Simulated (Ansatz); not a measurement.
Input (CCSDTQ/def2-SVPD; Ansatz, a first-principles code):

Ansatz 0.2 input:
```yaml
crystal:
  periodic: [false, false, false]
  atoms:
    - {symbol: Te, position_ang: [0.00000000, 0.00000000, 0.00000000]}
basis:
  gaussian:
    orbitals: def2-SVPD
total_charge: 1
magnetization: {spin_polarized: true, initial_magnetization: 3}
correlation: {method: ccsdtq, electrons: outside_noble_gas}
scf: {lower_state_search: full}
```

Output:

```
Functional definition: HF
integrals: 0.01 GiB planned
287 factors; integrals over basis functions are off by at most 2.5e-8 eV
mean field: 0.07 GiB planned
mean field evaluation 1: about -7257.5984 eV, gradient 4.4e0 eV
mean field evaluation 2: about -7257.6082 eV, gradient 4.4e0 eV
mean field evaluation 4: about -7257.6820 eV, gradient 1.8e-1 eV
mean field evaluation 8: about -7257.6823 eV, gradient 2.0e-7 eV
mean field evaluation 16: about -7246.3801 eV, gradient 1.4e1 eV
mean field evaluation 32: about -7257.6702 eV, gradient 5.0e-1 eV
mean field -7257.68230831 eV, -266.7149053967 hartree, gradient 2.2e-6 eV, S^2 3.751509; 2 other end points of the search recorded, 0 dependent functions left out
9 core orbitals not correlated
reference -7257.68230831 eV, -266.7149053967 hartree; 4, 1 occupied and 22, 25 virtual orbitals, 287 factors
second order -1.27439433 eV of doubles, -0.00000000 eV of singles
coupled cluster: 0.19 GiB planned
cycle   1  -1.54288340 eV  change   -2.7e-1 eV  update   4.0e-2
cycle   2  -1.64007201 eV  change   -9.7e-2 eV  update   1.3e-2
cycle   3  -1.64503487 eV  change   -5.0e-3 eV  update   1.9e-3
cycle   4  -1.64508522 eV  change   -5.0e-5 eV  update   3.1e-4
cycle   5  -1.64482433 eV  change    2.6e-4 eV  update   9.4e-5
cycle   6  -1.64484135 eV  change   -1.7e-5 eV  update   1.6e-5
cycle   7  -1.64485615 eV  change   -1.5e-5 eV  update   4.7e-6
cycle   8  -1.64485498 eV  change    1.2e-6 eV  update   1.4e-6
cycle   9  -1.64485367 eV  change    1.3e-6 eV  update   3.6e-7
cycle  10  -1.64485389 eV  change   -2.2e-7 eV  update   8.6e-8
Total energy: -7259.32716220 eV, -266.7753526622 hartree
```
